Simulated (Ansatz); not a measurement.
Isomers of Mg5Si3⁻ (doublet), relaxed with r2SCAN-D4/def2-SVPD; total energies from Ansatz at RPA@PBE/def2-TZVPD.

| isomer | description | energy (Eh) |
| --- | --- | --- |
| A | point group not assigned; 8 × Mg–Si 2.67 to 3.02 Å; 7 × Mg–Mg 2.87 to 3.31 Å; 3 × Si–Si 2.33 to 2.46 Å | -1866.94123 |
| B | point group not assigned; 8 × Mg–Si 2.62 to 2.81 Å; 6 × Mg–Mg 2.87 to 3.09 Å; 2 × Si–Si 2.31 to 2.38 Å | -1866.93263 |

Correlated methods freeze 20 core orbitals; core or outer-core shells of Mg are correlated, in sets that lack core-valence functions.

The isomers come from a short search, and lower ones may exist.

**Question.** Work out the relative energies (1 Eh = 2625.5 kJ/mol) and the Boltzmann populations at 298 K from electronic energies alone (R = 8.314 J/mol/K).

**Answer.** ΔE: A 0.0, B 22.6 kJ/mol. RT = 2.48 kJ/mol. Factors exp(−ΔE/RT): A 1, B 0.00011; sum 1.000. Populations: A 100.0 %, B 0.0 %. Zero-point energy, vibrational entropy and symmetry numbers are left out and can shift these; an error of 4 kJ/mol changes a ratio by a factor of 5.0. Over the other density-functional and correlated levels in def2 sets, the gap between A and B ranges from 26 to 51 kJ/mol.
